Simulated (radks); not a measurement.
The mean radii <r> (bohr) of the occupied orbitals of an atom or ion are listed with their occupations. Calculated with a radial shooting solver on a logarithmic mesh with Libxc functionals: Dirac Kohn-Sham, relativistic LDA (MacDonald-Vosko exchange, VWN5 correlation), spin-unpolarised, spherical densities, finite nucleus; Fermi nuclear charge, rms radius of each element as measured or else 0.836 A^(1/3) + 0.57 fm.

orbital  occ.      <r>
1s1/2       2  0.04288
2s1/2       2   0.1897
2p1/2       2   0.1628
2p3/2       4   0.1667
3s1/2       2   0.5455
3p1/2       2   0.5470
3p3/2       3   0.5566
3d3/2       4   0.5553
3d5/2       6   0.5585

Name the element and its charge.

Answer. Z = 35, bromine, charge +8: Br8+ in [Ne] 3s2 3p(1/2: 2, 3/2: 3) 3d10. The 1s radius gives Z: for a bare nucleus <r> = (2 gamma + 1)/(2Z) with gamma = sqrt(1 - (Z/c)^2), 0.04191 bohr for Z = 35, and screening makes it slightly larger (0.04288 here). The occupations add up to 27, and the charge is Z minus that.
